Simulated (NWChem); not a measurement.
# MoNHSClF; SMILES [NH]=[Mo]([F])(=[S])[Cl]

Computed with NWChem. Medium grid unless said otherwise, to which SCAN and Minnesota functionals are sensitive. Structure relaxed at the PBE0/def2-SVP level. def2 effective core potentials on Mo; no spin-orbit coupling. Total energies of different functionals are on different scales.

```json
[
 {"level": "B3LYP/def2-SVP", "energy (Ha)": "-1081.6054", "highest occupied level (eV)": "-7.67", "orbital gap (eV)": "4.34", "dipole (D)": "2.04"},
 {"level": "PBE/def2-SVP", "energy (Ha)": "-1081.0986", "highest occupied level (eV)": "-6.72", "orbital gap (eV)": "2.89", "dipole (D)": "1.93"},
 {"level": "revPBE/def2-SVP", "energy (Ha)": "-1081.4296", "highest occupied level (eV)": "-6.69", "orbital gap (eV)": "2.90", "dipole (D)": "1.94"},
 {"level": "B97-2/def2-SVP", "energy (Ha)": "-1081.6321", "highest occupied level (eV)": "-7.77", "orbital gap (eV)": "4.44", "dipole (D)": "2.13"},
 {"level": "LDA (Slater exchange, VWN5)/def2-SVP", "energy (Ha)": "-1077.5625", "highest occupied level (eV)": "-6.84", "orbital gap (eV)": "2.87", "dipole (D)": "1.94"},
 {"level": "RPBE/def2-SVP", "energy (Ha)": "-1081.5460", "highest occupied level (eV)": "-6.68", "orbital gap (eV)": "2.90", "dipole (D)": "1.93"},
 {"level": "MN15/def2-SVP", "energy (Ha)": "-1081.0062", "highest occupied level (eV)": "-8.59", "orbital gap (eV)": "5.89", "dipole (D)": "2.16"},
 {"level": "M06-2X/def2-SVP", "energy (Ha)": "-1081.3254", "highest occupied level (eV)": "-9.13", "orbital gap (eV)": "6.75", "dipole (D)": "2.33"},
 {"level": "HCTH/407/def2-SVP", "energy (Ha)": "-1081.9156", "highest occupied level (eV)": "-6.92", "orbital gap (eV)": "2.88", "dipole (D)": "2.02"},
 {"level": "BLYP/def2-SVP", "energy (Ha)": "-1081.5339", "highest occupied level (eV)": "-6.48", "orbital gap (eV)": "2.86", "dipole (D)": "1.88"},
 {"level": "M06/def2-SVP", "energy (Ha)": "-1081.4333", "highest occupied level (eV)": "-7.99", "orbital gap (eV)": "4.73", "dipole (D)": "2.09"}
]
```
